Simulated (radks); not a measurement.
Q: The mean radii <r> (bohr) of the occupied orbitals of an atom or ion are listed with their occupations. Calculated with a radial shooting solver on a logarithmic mesh with Libxc functionals: Dirac Kohn-Sham, PBE, spin-unpolarised, spherical densities, finite nucleus; Fermi nuclear charge, rms radius of each element as measured or else 0.836 A^(1/3) + 0.57 fm.

orbital  occ.      <r>
1s1/2       2  0.01966
2s1/2       2  0.08278
2p1/2       2  0.06875
2p3/2       4  0.07626
3s1/2       2   0.2157
3p1/2       2   0.2055
3p3/2       4   0.2192
3d3/2       4   0.1927
3d5/2       6   0.1970
4s1/2       2   0.4605
4p1/2       2   0.4619
4p3/2       4   0.4858
4d3/2       4   0.4854
4d5/2       5   0.4924

Name the element and its charge. Open shells, if any, fill j = l - 1/2 first.

A: Z = 70, ytterbium, charge +25: Yb25+ in [Kr] 4d9. The 1s radius gives Z: for a bare nucleus <r> = (2 gamma + 1)/(2Z) with gamma = sqrt(1 - (Z/c)^2), 0.01942 bohr for Z = 70, and screening makes it slightly larger (0.01966 here). The occupations add up to 45, and the charge is Z minus that.
